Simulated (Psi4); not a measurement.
Psi4 was given this input:
```
memory 2 GB

molecule {
1 2
  C    -0.08203668    0.60493218    0.11482401
  O     0.06067739   -0.68366516   -0.17494028
  H    -1.18198643    0.86214509    0.11391237
  H     0.62482878   -1.22970011    0.41246267
  H     0.43910736    0.99198948    0.99712096
  H     0.12485126    1.21529375   -0.81291782
}

set basis def2-svp
set reference uhf

energy('ccsd')
print_variables()
```

### Question
What SCF-reference <S^2> does CCSD/def2-SVP (Psi4 1.11) give?

### Answer
0.767

### Question
What MP2 correlation energy does CCSD/def2-SVP give?

### Answer
-0.3075 Eh

### Question
Predict the total energy from CCSD/def2-SVP.

### Answer
-114.9339 Eh

### Question
Estimate the number of basis functions that CCSD/def2-SVP returns for this input.

### Answer
48

These values belong to the state on which the SCF converged, which isn't shown to be the lowest.
